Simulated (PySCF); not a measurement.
## Identify the compound

An unknown has the formula C8H9OP. Its calculated NMR data are:

$^{1}$H NMR (500 MHz, computed): δ 10.09 (m, 1H), 7.63 (m, 1H), 7.53 (m, 1H), 2.84 (m, 3H), 2.57 (s, 3H).

$^{13}$C{$^{1}$H} NMR (computed): δ 193.3 (CH), 179.3 (C), 169.6 (C), 143.4 (C), 143.3 (CH), 141.4 (CH), 28.7 (CH3), 25.9 (CH3).

Computational details: PBE/pcSseg-1 with gauge-including orbitals, PBE0-D3(BJ)/def2-SVP geometry, in PySCF 2.14.0 with density-fitted response routines (no solvent, fast rotation and ring inversion assumed for equivalent nuclei, relativity neglected, a single conformation).

Chemical shifts δ = σref − σ; TMS for $^{1}$H (σref 31.20) and $^{13}$C (σref 180.03), all at this level.

Problem. What is the structure?

Solution. 
1. 8 carbon signals for 8 carbons: no two carbons are equivalent.
2. Carbon types of the structure: 3 × C, 3 × CH, 2 × CH3, which accounts for all hydrogens.
3. δC 193.3: aldehyde carbonyl carbon; the double bond to the heteroatom, with no lone-pair donor beside it, deshields it most.
4. δC 179.3, 169.6: ring carbon next to a ring phosphorus.
5. δC 143.4: substituted aromatic carbon.
6. δC 143.3, 141.4: aromatic CH.
7. δC 28.7, 25.9: methyl carbon on an aromatic ring; aliphatic region, no heteroatom directly attached.
8. δH 10.09: hydrogen on an aldehyde carbonyl carbon; deshielded by the polar, anisotropic C=O bond.
9. δH 2.84, 2.57: hydrogen on a methyl carbon on an aromatic ring; benzylic-type position, deshielded by the ring.

These data were computed for SMILES Cc1cc(C)pc(C=O)c1.

The data come from this structure; uniqueness wasn't tested.

Splittings by $^{31}$P in the carbon and heteronuclear signals aren't shown, as no couplings were computed. Shifts are as computed. Against solution values, carbons near 30 ppm lie about +2 ppm off and those near 130 ppm about +2 ppm (rms about the fit 1.8 ppm; single classes can miss by 10 ppm). Of 1328 compounds with measured shifts, 309 miss one by over three times the rms of a fit or turn the order of signals round; such compounds aren't used in these exercises. Signals without a measured value on file couldn't be tested in this way. Multiplicities follow the n + 1 count of equivalent neighbours, as no J values were calculated; m marks all less simple cases, F and P coupling included.
